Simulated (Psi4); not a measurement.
HSZn (SMILES [SH][Zn+]), charge +1, singlet, at a GFN2-xTB geometry (such geometries of metal compounds can be far from the true shape); HF/aug-cc-pVDZ (Psi4 1.11).

The Psi4 input:
```
memory 2 GB

molecule mol {
1 1
  Zn   -0.361328   -0.651429   -0.264407
  S     0.586257    1.186349    0.418261
  H     1.459715    0.561274    1.240021
}

set basis aug-cc-pvdz
set reference rhf

energy('scf')
print_variables()
```

It wrote (shortened):

```
   => Loading Basis Set <=

    Name: AUG-CC-PVDZ
    Role: ORBITAL
    Keyword: BASIS

         ---------------------------------------------------------
                                   SCF
               by Justin Turney, Rob Parrish, Andy Simmonett
                          and Daniel G. A. Smith
                              RHF Reference
         ---------------------------------------------------------

  ==> Geometry <==

    Molecular point group: cs
    Full point group: Cs

    Geometry (in Angstrom), charge = 1, multiplicity = 1:

       Center              X                  Y                   Z               Mass
    ------------   -----------------  -----------------  -----------------  -----------------
         ZN          -0.408004712714    -0.620127226752     0.000000000000    63.929142010000
         S            0.754259084286     1.221210269177     0.000000000000    31.972071174400
         H            1.952884707345     0.594924594156     0.000000000000     1.007825032230

  Running in cs symmetry.

  Rotational constants: A =      9.53141  B =      0.16283  C =      0.16009 [cm^-1]
  Rotational constants: A = 285744.40718  B =   4881.51734  C =   4799.52461 [MHz]
  Nuclear repulsion =  128.891007403519353

  Charge       = 1
  Multiplicity = 1
  Electrons    = 46
  Nalpha       = 23
  Nbeta        = 23

  ==> Algorithm <==

  SCF Algorithm Type is DF.
  DIIS enabled.
  MOM disabled.
  Fractional occupation disabled.
  Guess Type is SAD.
  Energy threshold   = 1.00e-06
  Density threshold  = 1.00e-06
  Integral threshold = 1.00e-12

  ==> Primary Basis <==

  Basis Set: AUG-CC-PVDZ
    Blend: AUG-CC-PVDZ
    Number of shells: 35
    Number of basis functions: 95
    Number of Cartesian functions: 107
    Spherical Harmonics?: true
    Max angular momentum: 3

   => Loading Basis Set <=

    Name: (AUG-CC-PVDZ AUX)
    Role: JKFIT
    Keyword: DF_BASIS_SCF

  ==> Integral Setup <==

  SCF_SUBTYPE=INCORE selected. In-core MEM_DF algorithm will be used.
  Using in-core AOs.

  ==> MemDFJK: Density-Fitted J/K Matrices <==

    J tasked:                   Yes
    K tasked:                   Yes
    wK tasked:                   No
    Algorithm:                 Core
    Schwarz Cutoff:           1E-12
    Mask sparsity (%):       0.0000
    Fitting Condition:        1E-10

   => Auxiliary Basis Set <=

  Basis Set: (AUG-CC-PVDZ AUX)
    Blend: AUG-CC-PVDZ-JKFIT + DEF2-UNIVERSAL-JKFIT
    Number of shells: 110
    Number of basis functions: 424
    Number of Cartesian functions: 562
    Spherical Harmonics?: true
    Max angular momentum: 6

  Minimum eigenvalue in the overlap matrix is 8.5043466761E-04.
  Reciprocal condition number of the overlap matrix is 1.3974890635E-04.
    Using symmetric orthogonalization.

  ==> Pre-Iterations <==

  SCF Guess: Superposition of Atomic Densities via on-the-fly atomic UHF (no occupation information).

   -------------------------
    Irrep   Nso     Nmo
   -------------------------
     A'        65      65
     A"        30      30
   -------------------------
    Total      95      95
   -------------------------

  ==> Iterations <==

                           Total Energy        Delta E     RMS |[F,P]|

   @DF-RHF iter SAD: -2171.85644398886461   -2.17186e+03   0.00000e+00
    Occupation by irrep:
             Ap   App
    DOCC [    18,    5 ]
    NA   [    18,    5 ]
    NB   [    18,    5 ]

   @DF-RHF iter   1: -2173.73472367563318   -1.87828e+00   4.73525e-02 DIIS/ADIIS
    Occupation by irrep:
             Ap   App
    DOCC [    17,    6 ]
    NA   [    17,    6 ]
    NB   [    17,    6 ]

   @DF-RHF iter   2: -2131.42477165525361    4.23100e+01   1.19203e-01 ADIIS
   @DF-RHF iter   3: -2174.32950460649818   -4.29047e+01   4.30553e-02 DIIS/ADIIS
   @DF-RHF iter   4: -2175.68459692721444   -1.35509e+00   2.88968e-03 DIIS/ADIIS
   @DF-RHF iter   5: -2175.69394916655938   -9.35224e-03   5.48679e-04 DIIS/ADIIS
   @DF-RHF iter   6: -2175.69533127040495   -1.38210e-03   2.08630e-04 DIIS/ADIIS
   @DF-RHF iter   7: -2175.69555504028449   -2.23770e-04   5.86320e-05 DIIS
   @DF-RHF iter   8: -2175.69559218979703   -3.71495e-05   3.29221e-05 DIIS
   @DF-RHF iter   9: -2175.69559792973769   -5.73994e-06   5.61584e-06 DIIS
   @DF-RHF iter  10: -2175.69559843346633   -5.03729e-07   2.49335e-06 DIIS
   @DF-RHF iter  11: -2175.69559852591510   -9.24488e-08   6.40361e-07 DIIS
  Energy and wave function converged.

  ==> Post-Iterations <==

    Orbital Energies [Eh]
    ---------------------

    Doubly Occupied:

       1Ap  -353.643633     2Ap   -92.162943     3Ap   -44.698095
       4Ap   -39.263460     1App  -39.263129     5Ap   -39.261178
       6Ap    -9.163738     7Ap    -6.844898     8Ap    -6.844199
       2App   -6.841646     9Ap    -5.976707    10Ap    -4.182094
      11Ap    -4.181873     3App   -4.181192    12Ap    -1.166126
      13Ap    -1.126129     4App   -1.125716    14Ap    -1.125603
       5App   -1.125559    15Ap    -1.099380    16Ap    -0.729954
      17Ap    -0.627567     6App   -0.570728

    Virtual:

      18Ap    -0.261101    19Ap    -0.146634     7App   -0.135463
      20Ap    -0.087490    21Ap    -0.087033    22Ap    -0.058646
       8App   -0.054344    23Ap    -0.037617    24Ap    -0.011725
      25Ap    -0.006428    26Ap     0.006452     9App    0.019586
      10App    0.041335    27Ap     0.044471    28Ap     0.062592
      29Ap     0.069629    30Ap     0.083965    11App    0.092475
      31Ap     0.121591    32Ap     0.125152    12App    0.127727
      33Ap     0.149734    13App    0.186515    34Ap     0.261817
      35Ap     0.280402    36Ap     0.320525    14App    0.343799
      37Ap     0.363697    15App    0.381553    38Ap     0.426264
      39Ap     0.471654    40Ap     0.654345    16App    0.671922
      41Ap     0.685779    17App    0.691669    42Ap     0.737548
      18App    0.746614    43Ap     0.799575    44Ap     0.837860
      19App    0.977786    45Ap     0.981298    46Ap     1.043739
      20App    1.047140    47Ap     1.086459    48Ap     1.119611
      49Ap     1.248156    21App    1.250190    50Ap     1.310966
      51Ap     1.446512    22App    1.598250    52Ap     1.607874
      23App    1.613025    53Ap     1.644117    54Ap     1.658309
      24App    1.694132    25App    1.746882    55Ap     1.804516
      56Ap     1.861858    57Ap     2.208075    58Ap     2.523601
      26App    4.004651    59Ap     4.012502    27App    4.061326
      60Ap     4.080858    61Ap     4.309431    28App    6.777974
      62Ap     6.779271    29App    6.789730    63Ap     6.802415
      30App    6.857195    64Ap     6.874638    65Ap     7.035709

    Final Occupation by Irrep:
             Ap   App
    DOCC [    17,    6 ]
    NA   [    17,    6 ]
    NB   [    17,    6 ]

  @DF-RHF Final Energy: -2175.69559852591510

   => Energetics <=

    Nuclear Repulsion Energy =            128.8910074035193531
    One-Electron Energy =               -3278.7625168478575688
    Two-Electron Energy =                 974.1759109184226872
    Total Energy =                      -2175.6955985259155568

Computation Completed

Properties will be evaluated at   0.000000,   0.000000,   0.000000 [a0]

Properties computed using the SCF density matrix

 Multipole Moments:

 ------------------------------------------------------------------------------------
     Multipole            Electronic (a.u.)      Nuclear  (a.u.)        Total (a.u.)
 ------------------------------------------------------------------------------------

 L = 1.  Multiply by 2.5417464519 to convert [e a0] to [Debye]
 Dipole X            :         -4.1919907            3.3653919           -0.8265988
 Dipole Y            :         -4.7694750            2.8921731           -1.8773018
 Dipole Z            :          0.0000000            0.0000000            0.0000000
 Magnitude           :                                                    2.0512259

 ------------------------------------------------------------------------------------

  Variable Map:
  ----------------------------------------------------------------------------
  "CURRENT ENERGY"           =>   -2175.695598525915
  "CURRENT REFERENCE ENERGY" =>   -2175.695598525915
  "DD SOLVATION ENERGY"      =>       0.000000000000
  "HF KINETIC ENERGY"        =>    2175.682129901686
  "HF POTENTIAL ENERGY"      =>   -4351.377728427601
  "HF TOTAL ENERGY"          =>   -2175.695598525916
  "HF VIRIAL RATIO"          =>       2.000006190529
  "NUCLEAR REPULSION ENERGY" =>     128.891007403519
  "ONE-ELECTRON ENERGY"      =>   -3278.762516847858
  "PCM POLARIZATION ENERGY"  =>       0.000000000000
  "PE ENERGY"                =>       0.000000000000
  "SCF ITERATION ENERGY"     =>   -2175.695598525915
  "SCF ITERATIONS"           =>      11.000000000000
  "SCF TOTAL ENERGY"         =>   -2175.695598525915
  "TWO-ELECTRON ENERGY"      =>     974.175910918423

  Array Variable Map:
  ----------------------------------------------------------------------------
  "CURRENT DIPOLE"           =>      -0.826598840079 ... 0.000000000000 1 by 3
  "SCF DIPOLE"               =>      -0.826598840079 ... 0.000000000000 1 by 3
  "SCF TOTAL ENERGIES"       =>   -2171.856443988865 ... -2175.695598525915 1 by 12
```
